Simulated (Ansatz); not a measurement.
C2H10N2Si, SMILES `CN([SiH3])CN`, relaxed with RKS PBE0-D4/def2-TZVP in Ansatz 0.2.0 from a PBE-D4/def2-SVP geometry. The force threshold is 0.005 eV/Å; the program also tests the step.

The species carries charge 0 and has multiplicity 1.

Start:

```xyz
15

C    -1.388   -0.124    0.572
N    -0.017    0.166    0.190
Si    0.941    1.299    1.118
C     0.616   -0.847   -0.665
N     0.082   -0.989   -2.003
H    -1.836    0.737    1.109
H    -1.482   -1.022    1.233
H    -2.019   -0.308   -0.326
H     0.102    2.521    1.385
H     2.150    1.647    0.292
H     1.434    0.805    2.464
H     0.566   -1.853   -0.180
H     1.694   -0.587   -0.741
H     0.027   -0.070   -2.460
H    -0.870   -1.373   -1.989
```

Q: How much energy does the relaxation release, and in how many steps? (An estimate is asked.)

A: Ansatz gave: 6.72 kJ/mol, in 9 steps, 1 of them rejected.

Q: Which bonds change most? (An estimate is asked.)

A: The calculation gave: N2–Si3 from 1.750 to 1.719 Å; Si3–H11 from 1.516 to 1.496 Å; Si3–H9 from 1.506 to 1.487 Å; C1–H7 from 1.119 to 1.100 Å.

Q: Give the relaxed structure. (An estimate is asked.)

A: Computed: 
```xyz
15

C    -1.379   -0.116    0.568
N    -0.018    0.177    0.183
Si    0.923    1.291    1.093
C     0.612   -0.838   -0.643
N     0.088   -0.989   -1.977
H    -1.790    0.699    1.168
H    -1.457   -1.041    1.159
H    -2.026   -0.224   -0.310
H     0.089    2.490    1.374
H     2.114    1.649    0.278
H     1.415    0.784    2.412
H     0.546   -1.822   -0.157
H     1.675   -0.592   -0.722
H     0.056   -0.095   -2.452
H    -0.847   -1.373   -1.973
```
